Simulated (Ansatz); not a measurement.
Ga(AsH3)H3 (GaAsH6), relaxed as a singlet with RKS B3LYP-D4/def2-TZVP in Ansatz, starting from the GFN2-xTB geometry. Force threshold 0.02 eV/Å.

Start:

```csv
atom,x (Å),y (Å),z (Å)
Ga1,-0.309,-1.191,1.052
As2,0.209,0.814,-0.726
H3,0.643,0.620,-2.141
H4,1.257,1.857,-0.530
H5,-0.774,1.852,-1.152
H6,1.062,-1.912,0.904
H7,-1.546,-1.772,0.308
H8,-0.542,-0.268,2.284
```

(1) Estimate the energy that the relaxation releases and the steps that it takes.

(2) Does the start keep its bonding and symmetry?

(3) Predict the relaxed structure.

## Answers

(1) 0.09 eV, in 4 steps; 3.7 s on 4 threads of Intel Xeon 6975P-C on a shared host. No frequencies were taken in this run, so the end may be a saddle point.

(2) By distances, no bond broke or formed. The bond that changes most is Ga1–As2, from 2.73 to 2.71 Å (atoms count from 1). Point group C3 at the start, C3 at the end, both within 0.05 Å.

(3) 
```xyz
8

Ga   -0.3030   -1.1662    1.0297
As    0.2124    0.8228   -0.7314
H     0.6423    0.5125   -2.1487
H     1.3010    1.8327   -0.4407
H    -0.8591    1.8276   -1.0945
H     1.0928   -1.8770    0.8660
H    -1.5502   -1.7394    0.2580
H    -0.5363   -0.2131    2.2617
```
Bond lengths: 1 × As–Ga 2.71 Å; 3 × Ga–H 1.57 to 1.58 Å; 3 × As–H 1.51 Å.
